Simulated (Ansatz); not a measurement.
A nudged elastic band was laid between two geometries of ClGeH3N (6 atoms, charge 0, multiplicity 2).

Computed with UKS PBE0/def2-SVP in Ansatz.

```yaml
movable_images: 8
climbing_image: no
spring: 5.0 eV/Å²
optimiser: quadratic models (default)
start_path: through a guess of the saddle point
force_threshold: 0.05 eV/Å
iteration_limit: 60
end_points: relaxed
```

Initial state:

```xyz
6
Properties=species:S:1:pos:R:3
N -0.450 0.315 -0.782
Ge 0.072 -0.155 0.913
Cl 1.255 -1.967 0.626
H -0.977 1.182 -0.866
H -0.896 -0.414 -1.334
H 1.039 0.973 1.395
```

Final state:

```xyz
6
Properties=species:S:1:pos:R:3
N -0.225 0.393 -1.424
Ge 0.005 0.207 0.400
Cl 0.496 -1.832 0.972
H -1.317 0.574 1.085
H -0.093 -0.508 -1.906
H 1.176 1.102 0.826
```

(1) Which bonds break or form, and what moves?

(2) What energy profile does the band end with?

(3) What is the geometry of the highest image?

The band took 10 iterations and roughly 4 core-minutes.

Answers

(1) Bonds broken: N1–H4. Bonds formed: Ge2–H4.

(2) It converged. The highest image is number 5 of 0 to 9, 58.7 kcal/mol above the first end and 29.7 kcal/mol above the last; the last end lies 29.0 kcal/mol above the first. Neighbouring images differ by up to 1.2 eV, so the band resolves the path poorly. No image climbed, so the highest image needn't sit at the top of the path.

| image | path coordinate (Å) | energy (kcal/mol) | N1–H4 (Å) | Ge2–H4 (Å) |
| --- | --- | --- | --- | --- |
| 0 | 0.00 | 0.0 | 1.02 | 2.46 |
| 1 | 0.41 | 0.3 | 1.02 | 2.46 |
| 2 | 0.81 | 1.5 | 1.02 | 2.40 |
| 3 | 1.22 | 7.8 | 1.02 | 2.15 |
| 4 | 1.62 | 30.0 | 1.14 | 1.81 |
| 5 | 2.03 | 58.7 | 1.61 | 1.63 |
| 6 | 2.44 | 43.0 | 2.09 | 1.56 |
| 7 | 2.84 | 32.5 | 2.50 | 1.54 |
| 8 | 3.25 | 29.5 | 2.70 | 1.54 |
| 9 | 3.66 | 29.0 | 2.74 | 1.53 |

(3) 
```xyz
6
Properties=species:S:1:pos:R:3:forces:R:3
N -0.229 0.488 -1.213 0.24 -0.03 -0.24
Ge 0.225 0.086 0.512 -0.06 0.05 -0.14
Cl 0.781 -1.940 1.067 -0.08 0.07 -0.01
H -1.247 0.586 0.027 -0.07 -0.06 0.46
H -0.701 -0.337 -1.614 0.03 -0.02 -0.06
H 1.214 1.054 1.175 -0.06 -0.01 -0.01
```

Run time: 110 s on 2 threads of Intel(R) Xeon(R) 6975P-C (Granite Rapids), on a shared host, peak memory 0.25 GiB.
